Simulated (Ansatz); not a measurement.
Gas-phase reaction in SMILES: C[SiH](C)N[SiH3] -> C[Si](C)N[SiH3] + H atom (the H-Si bond at the site shown breaks; other sites are not compared here)
Each molecule is optimised on its own at B3LYP-D3(BJ)/def2-TZVP (Ansatz, a quantum-chemistry and plane-wave program), one conformer each, not searched for the lowest.
Geometry of the first species:
SMILES: C[SiH](C)N[SiH3]
```xyz
16

Si    -0.8459    -0.0418    -0.6036
C     -1.9028     1.5025    -0.5686
C     -1.2846    -1.2034     0.7954
N      0.8361     0.3655    -0.4473
Si     2.0253    -0.2735     0.6297
H     -1.0931    -0.7284    -1.9017
H     -2.9581     1.2571    -0.7111
H     -1.6159     2.1951    -1.3636
H     -1.7987     2.0250     0.3849
H     -2.3316    -1.5046     0.7178
H     -0.6788    -2.1117     0.7731
H     -1.1453    -0.7264     1.7679
H      1.1956     1.0267    -1.1215
H      2.2239    -1.7351     0.4591
H      3.3062     0.4178     0.3505
H      1.6568    -0.0550     2.0501
```
Charge 0, spin multiplicity 1.

Quantity: bond dissociation energy (electronic energy difference), in kcal/mol. Cores are frozen in the correlated levels unless marked. Open shells are spin-unrestricted. Spin-orbit coupling is left out. Non-relativistic unless marked X2C. Basis-set limits of correlation are two-point, X^-3; Hartree-Fock from the larger set.

```json
[
 {"level": "HF/6-31G", "program": "Ansatz", "bond dissociation energy (kcal/mol)": "70.9", "minus last row": "-27.4"},
 {"level": "HF/cc-pV(Q+d)Z", "program": "Ansatz", "bond dissociation energy (kcal/mol)": "78.6", "minus last row": "-19.7"},
 {"level": "PBE0/def2-SVP", "program": "Ansatz", "bond dissociation energy (kcal/mol)": "92.3", "minus last row": "-6.0"},
 {"level": "RPA@PBE/cc-pV(Q+d)Z", "program": "Ansatz", "bond dissociation energy (kcal/mol)": "96.0", "minus last row": "-2.3"},
 {"level": "MP2/cc-pV(Q+d)Z", "program": "Ansatz", "bond dissociation energy (kcal/mol)": "95.8", "minus last row": "-2.5"},
 {"level": "X2C-CCSD(T)/cc-pVTZ-DK", "program": "Ansatz", "bond dissociation energy (kcal/mol)": "96.2", "minus last row": "-2.1"},
 {"level": "CCSD(T)/CBS(cc-pV(T+d)Z,cc-pV(Q+d)Z)", "program": "Ansatz", "bond dissociation energy (kcal/mol)": "98.3", "minus last row": "0.0"}
]
```
